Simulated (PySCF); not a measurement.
C₄H₉O, SMILES [CH2]C(C)(C)O, multiplicity 2. Atoms are numbered in the order given.

```xyz
14

C      0.6088     1.1581     0.7972
C      0.0075     0.0407     0.0044
C     -1.1841    -0.5727     0.7413
C      1.0575    -1.0285    -0.2992
O     -0.4042     0.5215    -1.2684
H      1.2751     1.8603     0.2885
H      0.5492     1.1837     1.8881
H     -0.8828    -1.0000     1.7099
H     -1.6324    -1.3685     0.1289
H     -1.9549     0.1905     0.9354
H      0.6107    -1.8137    -0.9289
H      1.8979    -0.5831    -0.8505
H      1.4387    -1.4852     0.6252
H     -1.0057     1.2581    -1.1117
```
Charge 0, spin multiplicity 2.

Coordinates come from a PBE0-D3(BJ)/def2-SVP optimisation. The isomer is the one that the SMILES or the coordinates give; other isomers of the formula were not compared. One conformer was computed; it need not be the lowest.

All values below come from PBE/pcH-1 run with PySCF.

Unrestricted Kohn–Sham, ⟨S²⟩ = 0.753. Hyperfine tensors hold the contact and dipolar terms, without spin-orbit corrections.

Computed hyperfine couplings:
| nucleus | A(iso) (MHz) | A(iso) (G) | dipolar principal values (MHz) |
|---|---|---|---|
| 13C no. 1 | 89.1 | 31.8 | -78.8, -78.5, 157.3 |
| 13C no. 2 | -28.1 | -10.0 | -1.8, -0.8, 2.6 |
| 13C no. 3 | 18.2 | 6.5 | -2.2, -1.7, 3.9 |
| 13C no. 4 | 53.5 | 19.1 | -4.7, -4.5, 9.2 |
| 17O no. 5 | -9.7 | -3.5 | -12.6, 5.7, 6.9 |
| 1H no. 6 | -55.9 | -20.0 | -36.3, -0.7, 37.0 |
| 1H no. 7 | -59.3 | -21.2 | -36.6, -0.6, 37.1 |
| 1H no. 8 | 0.1 | 0.0 | -3.0, -2.5, 5.5 |
| 1H no. 9 | -0.2 | -0.1 | -1.9, -1.7, 3.7 |
| 1H no. 10 | -0.6 | -0.2 | -4.3, -2.5, 6.8 |
| 1H no. 11 | 33.8 | 12.1 | -3.1, -1.3, 4.4 |
| 1H no. 12 | -2.0 | -0.7 | -4.8, -2.3, 7.2 |
| 1H no. 13 | 1.2 | 0.4 | -5.1, -2.3, 7.4 |
| 1H no. 14 | -2.7 | -1.0 | -7.6, -1.2, 8.8 |
